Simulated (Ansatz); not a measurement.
Two members of one family (Same ligands, another metal), computed with Ansatz in the gas phase; def2 core potentials for Zr, no spin–orbit coupling. The two geometries come from different levels. Names give formal oxidation states. A dash marks a value that wasn't run or was left out as unsound. The structures are stationary points that may keep the symmetry of their start. Remarks come from the PBE and PBE0 runs and from stability tests at other levels; not every state was tested. HOMO above LUMO (over both spins in singlets and doublets, within one spin in higher multiplets; at PBE or PBE0), or a gap under 0.15 eV within one spin, warns that the state may not be the lowest or that an electron is smeared out.

First: Ti(OH)Cl3 (singlet, charge 0, r2SCAN-D4/def2-SVP geometry).

Cartesian coordinates in Å:
```
Ti 0.124 0.204 0.291
O -0.447 -0.727 -1.048
H -0.764 -1.251 -1.793
Cl 2.260 0.594 0.040
Cl -0.207 -0.916 2.139
Cl -0.966 2.096 0.371
```

```csv
level,HOMO (eV),LUMO (eV),gap (eV),vertical IE (eV),vertical triplet (eV)
LDA (SPW92)/def2-TZVP,-7.97,-4.19,3.79,–,–
PBE-D4/def2-TZVP,-7.83,-3.97,3.85,10.63,4.14
PBE-D4/def2-TZVPD,-7.88,-4.04,3.85,–,–
revPBE-D4/def2-TZVP,-7.77,-3.90,3.87,–,–
PBE0-D4/def2-TZVP,-9.20,-3.17,6.03,11.13,4.03
```

Metal–donor distances: 1 × O 1.73 Å, 3 × Cl 2.19 Å. Remarks: gap within one spin near zero at PBE or PBE0 (+1 doublet), gap within one spin near zero at PBE or PBE0 (triplet).

Second: Zr(OH)Cl3 (singlet, charge 0, PBE-D4/def2-SVP geometry).

```xyz
6

Zr   -0.2813   -0.1421    0.2596
O     1.0240    0.5167   -0.9420
H     1.6901    0.8548   -1.5575
Cl   -1.8278   -1.4550   -0.9322
Cl   -1.3840    1.6751    1.2686
Cl    0.7791   -1.4494    1.9035
```

**Question.** Estimate the same table for the second.

**Answer.** 
| level | HOMO (eV) | LUMO (eV) | gap (eV) | vertical IE (eV) | vertical triplet (eV) |
| --- | --- | --- | --- | --- | --- |
| LDA (SPW92)/def2-TZVP | -8.08 | -3.08 | 5.00 | – | – |
| PBE-D4/def2-TZVP | -7.92 | -2.86 | 5.07 | 10.63 | 5.23 |
| PBE-D4/def2-TZVPD | -7.96 | -2.93 | 5.03 | – | – |
| revPBE-D4/def2-TZVP | -7.87 | -2.78 | 5.09 | – | – |
| PBE0-D4/def2-TZVP | -9.31 | -2.09 | 7.22 | 11.20 | 5.56 |

Metal–donor distances: 1 × O 1.89 Å, 3 × Cl 2.35 Å. Remarks: gap within one spin near zero at PBE or PBE0 (+1 doublet), gap within one spin near zero at PBE or PBE0 (triplet).
